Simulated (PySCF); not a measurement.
Compound: vinyl bromide, C2H3Br.
Cartesian coordinates in Å at the PBE0-D3(BJ)/def2-SVP level; atoms count from 1:
```xyz
6
C2H3Br angstrom
C     -0.844    0.057    0.029
C      0.470    0.108    0.220
Br     1.647   -1.262   -0.299
H     -1.466    0.894    0.358
H     -1.333   -0.796   -0.448
H      0.978    0.951    0.694
```

Computed with core-valence-separated Tamm–Dancoff BHandHLYP/aug-pcX-1 (pcseg-1 on H, def2-SVPD on Br) in PySCF, non-relativistic, gas phase, PBE0-D3(BJ)/def2-SVP geometry. No empirical shift is added; at this level the pattern usually sits a few eV under experiment.

Problem. What does the C 1s absorption edge look like?

Solution. 
| E (eV) | f | core hole on | main final orbital | polarisation |
| --- | --- | --- | --- | --- |
| 282.54 | 0.0596 | C1 | LUMO (80 %) | out of plane |
| 283.68 | 0.0634 | C2 | LUMO (85 %) | out of plane |
| 284.86 | 0.0570 | C2 | LUMO+1 (46 %) | in plane |
| 286.00 | 0.0154 | C1 | LUMO+1 (43 %) | in plane |
| 286.16 | 0.0129 | C1 | LUMO+2 (68 %) | in plane |
| 286.88 | 0.0080 | C1 | LUMO+1 (32 %) | in plane |
| 287.31 | 0.0200 | C2 | LUMO+3 (47 %) | in plane |
| 287.69 | 0.0027 | C1 | LUMO+3 (60 %) | in plane |
| 287.74 | 0.0084 | C1 | LUMO+5 (70 %) | out of plane |
| 288.66 | 0.0004 | C2 | LUMO+2 (76 %) | – |
| 288.74 | 0.0051 | C1 | LUMO+12 (39 %) | in plane |

The first line with a tenth or more of the strongest one's intensity is at 282.54 eV (f = 0.060), with the hole on C1 (terminal =CH2 carbon), polarised out of plane: a 1s→π* resonance. The strongest listed is at 283.68 eV (f = 0.063; C2, 1s→π*).

Roots within 0.03 eV whose holes lie on the same, on equivalent or on shared atoms are summed into one line, and the highest roots are left out, as the search may have cut off their partners. Final orbitals are the ground state's empty Kohn–Sham orbitals. A dash: too weak, shared between unlike atoms, or no plane or axis to refer to.

Problem. What are the wavelength and the wavenumber of the 282.54 eV line?

Solution. λ = 12398.42 eV Å/282.54 eV = 43.882 Å; 2.2788 × 10⁶ cm⁻¹.

Only the lowest roots of each edge were sought. Relativistic effects, spin–orbit coupling among them, are left out although an element past zinc is present.

Rough CPU time on one thread of a shared machine: about 8 s.
